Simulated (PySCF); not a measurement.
Isomers C₆H₉N:

A. 2,5-Dimethylpyrrole (C1(C)=CC=C(C)N1)
B. `C(C)C1=CC=CN1`
C. SMILES C(=C=C)C/C=N\C

Spectrum 1. $^{13}$C{$^{1}$H} NMR (computed): δ 136.4 (C), 118.2 (CH), 114.3 (CH), 110.1 (CH), 26.4 (CH2), 21.1 (CH3).

Spectrum 2. $^{13}$C{$^{1}$H} NMR (computed): δ 128.2 (C), 111.5 (CH), 15.2 (CH3).

Spectrum 3. $^{13}$C{$^{1}$H} NMR (computed): δ 222.0 (C), 169.8 (CH), 92.9 (CH), 78.6 (CH2), 40.6 (CH3), 33.6 (CH2).

[PySCF 2.14: structure optimised with GFN2-xTB; shielding tensors at PBE0/pcSseg-1 (GIAO); a single conformation; rapidly exchanging positions averaged; in vacuum; relativity neglected]

Referencing at the same level of theory: $^{13}$C (σ = 186.93 ppm) against TMS. Shifts are as computed. Against solution values, carbons near 30 ppm lie about +3 ppm off and those near 130 ppm about +5 ppm. Of 1211 compounds with measured shifts, 218 miss one by over three times the rms of a fit or turn the order of signals round; such compounds aren't used in these exercises.

Task: Which spectrum belongs to which compound?

Result: 1–B, 2–A, 3–C.

- Spectrum 1 (B): 6 $^{13}$C signals; δC 26.4 is an sp3 CH2 on an aromatic ring; δC 21.1 is a methyl carbon.
- Spectrum 2 (A): 3 $^{13}$C signals; δC 15.2 is a methyl carbon on an aromatic ring; δC 128.2 is a substituted aromatic carbon next to a ring nitrogen.
- Spectrum 3 (C): 6 $^{13}$C signals; δC 222.0 is a central carbon of an allene; δC 40.6 is a methyl carbon bonded to N.
